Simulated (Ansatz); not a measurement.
Two shapes of singlet AlCl3.

Shape 1:

```xyz
4

Al    0.0225   -0.0352   -0.0274
Cl    2.1244   -0.0067   -0.0197
Cl   -1.0471    1.7515   -0.0067
Cl   -1.0503   -1.8456    0.0184
```

Shape 2:

```xyz
4

Al    0.0000    0.0000    0.0000
Cl    1.9126    0.0000    0.0000
Cl   -0.9563    1.6564    0.0000
Cl   -0.9563   -1.6564    0.0000
```

Basis set: 6-31G* (spherical functions). Frozen core: 20 orbitals. Charge 0, multiplicity 1.

Computed with Ansatz (development build ahead of 0.2.0); each method stands on the lowest determinant of its kind that the runs found.

Which shape is lower in energy, and by how much in each method?

```tsv
method	E(2) − E(1) (eV)
RHF	1.041
RHF-MP2	0.961
```

Shape 1 is lower. Caution: no unrestricted run beside it, a lower state can exist.
